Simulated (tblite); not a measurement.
A geometry optimisation, step by step.

Compound: C6H8Cl2O2.
Numbering: `[CH3:1]/[C:2](=[CH:3]\[CH2:4][O:5][CH:6]=[O:7])[CH:8]([Cl:9])[Cl:10]` (hydrogens: H11, H12, H13 on C1; H14 on C3; H15, H16 on C4; H17 on C6; H18 on C8)

Computed with GFN2-xTB (tblite), gas phase: L-BFGS steps from a force-field or distance-geometry start until the largest atomic force falls under 0.01 eV/Å. 7 of its 129 geometries are shown.

Step 0: E = -928.6927 eV, largest atomic force 2.293 eV/Å
```
atom  x, y, z in Å  |  force x, y, z in eV/Å
C1     -1.375   -0.179   -1.398   -0.805   0.079  -0.029
C2     -1.191    0.113    0.062    1.665  -0.324   0.824
C3     -0.001   -0.087    0.716   -2.122   0.528  -0.690
C4      1.296   -0.540    0.131   -0.551   0.055   0.906
O5      2.295    0.377    0.587    1.472  -0.664  -0.805
C6      3.539    0.075    0.145   -0.130  -0.852  -0.449
O7      3.863   -0.876   -0.546   -0.799   1.672   1.220
C8     -2.384    0.639    0.836    0.614  -0.322  -0.314
Cl9    -3.642   -0.621    0.973   -0.055  -0.010  -0.122
Cl10   -3.053    2.102    0.080   -0.017  -0.065  -0.102
H11    -1.342    0.750   -1.977   -0.038  -0.141   0.128
H12    -2.355   -0.654   -1.582    0.312   0.341   0.209
H13    -0.638   -0.860   -1.789    0.295  -0.072   0.040
H14     0.046    0.126    1.779    0.043   0.018  -0.146
H15     1.520   -1.537    0.534    0.153  -0.057  -0.130
H16     1.288   -0.571   -0.941    0.075  -0.024  -0.585
H17     4.249    0.839    0.524   -0.224  -0.208  -0.104
H18    -2.122    0.908    1.855    0.112   0.045   0.150
```

Step 21: E = -928.8615 eV, largest atomic force 0.026 eV/Å
```
atom  x, y, z in Å  |  force x, y, z in eV/Å
C1     -1.395   -0.178   -1.383   -0.007   0.006  -0.002
C2     -1.157    0.104    0.068   -0.022   0.007   0.000
C3     -0.011   -0.061    0.721    0.000   0.008   0.004
C4      1.277   -0.546    0.145   -0.006  -0.001   0.001
O5      2.315    0.347    0.580    0.000  -0.006  -0.005
C6      3.532    0.071    0.153    0.003  -0.005   0.004
O7      3.850   -0.850   -0.538    0.015   0.010  -0.006
C8     -2.343    0.618    0.822   -0.025   0.006  -0.001
Cl9    -3.611   -0.642    0.913    0.008   0.019  -0.004
Cl10   -3.018    2.066    0.033    0.002  -0.022   0.005
H11    -1.367    0.754   -1.945    0.002   0.015  -0.006
H12    -2.383   -0.614   -1.517   -0.007  -0.010   0.010
H13    -0.656   -0.857   -1.793   -0.004  -0.015   0.013
H14     0.053    0.184    1.772    0.000   0.003  -0.003
H15     1.512   -1.554    0.512    0.002  -0.003  -0.004
H16     1.272   -0.571   -0.947    0.022   0.007  -0.001
H17     4.224    0.838    0.541    0.016  -0.008   0.005
H18    -2.103    0.897    1.849    0.002  -0.011  -0.009
```

Step 43: E = -928.8674 eV, largest atomic force 0.233 eV/Å
```
atom  x, y, z in Å  |  force x, y, z in eV/Å
C1     -1.436   -0.248   -1.373    0.036  -0.008  -0.019
C2     -1.168    0.110    0.055   -0.011  -0.029   0.017
C3      0.003    0.027    0.680   -0.034   0.000   0.005
C4      1.287   -0.474    0.108    0.012  -0.010  -0.025
O5      2.364    0.278    0.686   -0.008  -0.050  -0.014
C6      3.569    0.039    0.204    0.053  -0.116  -0.066
O7      3.848   -0.733   -0.667   -0.042   0.160   0.164
C8     -2.346    0.612    0.826   -0.026   0.004   0.013
Cl9    -3.612   -0.646    0.924   -0.009  -0.006   0.011
Cl10   -3.032    2.066    0.059   -0.018   0.029  -0.046
H11    -1.351    0.642   -1.996   -0.017   0.006   0.002
H12    -2.446   -0.638   -1.481    0.013   0.030   0.022
H13    -0.738   -0.993   -1.740    0.040  -0.019   0.020
H14     0.082    0.331    1.714    0.031  -0.007   0.023
H15     1.428   -1.534    0.369    0.017   0.017  -0.024
H16     1.335   -0.384   -0.980    0.000   0.025  -0.021
H17     4.298    0.668    0.749   -0.042  -0.034  -0.078
H18    -2.094    0.882    1.853    0.005   0.008   0.015
```

Step 64: E = -928.8866 eV, largest atomic force 0.074 eV/Å
```
atom  x, y, z in Å  |  force x, y, z in eV/Å
C1     -1.428   -0.359   -1.316   -0.001   0.009  -0.008
C2     -1.182    0.106    0.086    0.007  -0.020  -0.001
C3      0.013    0.098    0.668   -0.010  -0.005  -0.008
C4      1.273   -0.371    0.017    0.019   0.004   0.019
O5      2.374    0.097    0.801    0.006   0.016  -0.017
C6      3.575   -0.030    0.270    0.032  -0.033  -0.016
O7      3.839   -0.538   -0.780   -0.011   0.056   0.047
C8     -2.360    0.633    0.837   -0.019  -0.030  -0.015
Cl9    -3.616   -0.624    1.003   -0.023  -0.016   0.009
Cl10   -3.053    2.035   -0.025   -0.004  -0.002   0.009
H11    -1.259    0.463   -2.011   -0.010  -0.002  -0.013
H12    -2.456   -0.694   -1.431   -0.003   0.022   0.009
H13    -0.761   -1.175   -1.580   -0.010   0.013   0.019
H14     0.139    0.444    1.683    0.025   0.012  -0.009
H15     1.309   -1.468   -0.036    0.017   0.004   0.024
H16     1.381    0.011   -1.006   -0.031   0.008   0.022
H17     4.313    0.417    0.959    0.003  -0.049  -0.024
H18    -2.111    0.963    1.848    0.014   0.014  -0.046
```

Step 85: E = -928.8941 eV, largest atomic force 0.101 eV/Å
```
atom  x, y, z in Å  |  force x, y, z in eV/Å
C1     -1.440   -0.427   -1.283    0.017   0.015   0.011
C2     -1.185    0.104    0.093   -0.005   0.003   0.012
C3      0.021    0.168    0.649    0.005   0.017  -0.010
C4      1.279   -0.277   -0.023   -0.012  -0.004   0.015
O5      2.384   -0.004    0.843    0.006  -0.015   0.034
C6      3.587   -0.090    0.304   -0.036  -0.007   0.038
O7      3.835   -0.367   -0.831    0.039  -0.020  -0.091
C8     -2.371    0.628    0.832    0.006   0.005   0.007
Cl9    -3.598   -0.647    1.070    0.011   0.008  -0.005
Cl10   -3.099    1.976   -0.089   -0.022  -0.014   0.013
H11    -1.196    0.333   -2.023    0.001   0.012  -0.027
H12    -2.487   -0.695   -1.400    0.031  -0.002  -0.002
H13    -0.822   -1.299   -1.480   -0.013  -0.021  -0.005
H14     0.163    0.564    1.644   -0.007   0.005  -0.025
H15     1.257   -1.355   -0.237   -0.001   0.007  -0.007
H16     1.439    0.245   -0.976   -0.025  -0.011   0.009
H17     4.343    0.134    1.074   -0.003   0.022   0.025
H18    -2.119    1.016    1.820    0.006   0.002   0.008
```

Step 107: E = -928.8970 eV, largest atomic force 0.013 eV/Å
```
atom  x, y, z in Å  |  force x, y, z in eV/Å
C1     -1.433   -0.447   -1.270   -0.004  -0.001  -0.002
C2     -1.183    0.129    0.089   -0.001  -0.003   0.002
C3      0.028    0.224    0.630   -0.006  -0.004   0.003
C4      1.276   -0.240   -0.045   -0.003   0.004   0.003
O5      2.377   -0.086    0.853    0.000  -0.004   0.003
C6      3.585   -0.131    0.321   -0.004   0.005   0.001
O7      3.847   -0.281   -0.836    0.004  -0.004  -0.008
C8     -2.373    0.634    0.834   -0.001   0.001  -0.002
Cl9    -3.537   -0.690    1.123    0.005   0.000   0.011
Cl10   -3.185    1.921   -0.101    0.001   0.000  -0.005
H11    -1.128    0.262   -2.039    0.008  -0.002  -0.004
H12    -2.487   -0.668   -1.405   -0.010   0.009   0.000
H13    -0.860   -1.361   -1.410   -0.001  -0.001  -0.009
H14     0.177    0.651    1.610   -0.005   0.001   0.000
H15     1.201   -1.297   -0.334    0.005  -0.003  -0.002
H16     1.476    0.335   -0.959    0.008  -0.003   0.000
H17     4.331   -0.003    1.122    0.001   0.006   0.004
H18    -2.119    1.055    1.807    0.003  -0.003   0.004
```

Step 128: E = -928.8981 eV, largest atomic force 0.009 eV/Å
```
atom  x, y, z in Å  |  force x, y, z in eV/Å
C1     -1.439   -0.434   -1.280    0.001   0.002  -0.001
C2     -1.184    0.133    0.082    0.001  -0.002  -0.001
C3      0.028    0.217    0.623    0.001  -0.001   0.001
C4      1.276   -0.252   -0.048    0.001  -0.001   0.000
O5      2.374   -0.097    0.855   -0.001  -0.005   0.001
C6      3.584   -0.125    0.328   -0.002   0.008   0.003
O7      3.855   -0.266   -0.827   -0.002  -0.001  -0.001
C8     -2.369    0.635    0.836    0.000  -0.007   0.001
Cl9    -3.501   -0.707    1.174    0.007   0.005  -0.003
Cl10   -3.221    1.887   -0.107   -0.001   0.005   0.001
H11    -1.087    0.257   -2.045    0.003  -0.004  -0.004
H12    -2.501   -0.605   -1.432    0.003   0.002   0.004
H13    -0.908   -1.375   -1.411   -0.004   0.001   0.004
H14     0.178    0.640    1.605   -0.002  -0.001   0.001
H15     1.200   -1.310   -0.334    0.000   0.000   0.001
H16     1.483    0.319   -0.963   -0.004   0.000  -0.002
H17     4.323    0.010    1.135    0.006  -0.001  -0.002
H18    -2.103    1.078    1.797   -0.007  -0.001  -0.002
```

**Question.** Summarise the path.

**Answer.** The energy falls by 19.81 kJ/mol from step 0 to step 128; nine tenths of that is first reached at step 55. It rises by more than 0.2 meV at steps 51 and 54. The largest force goes from 2.293 to 0.009 eV/Å. Among the bonds C2=C3 changes most, from 1.372 to 1.330 Å; the atoms move by 0.542 Å rms after alignment.

What follows is the cost of the whole relaxation. Time: 2.4 s wall, 2.0 s CPU. Hardware: one thread of an Intel Xeon, no GPU, shared host.
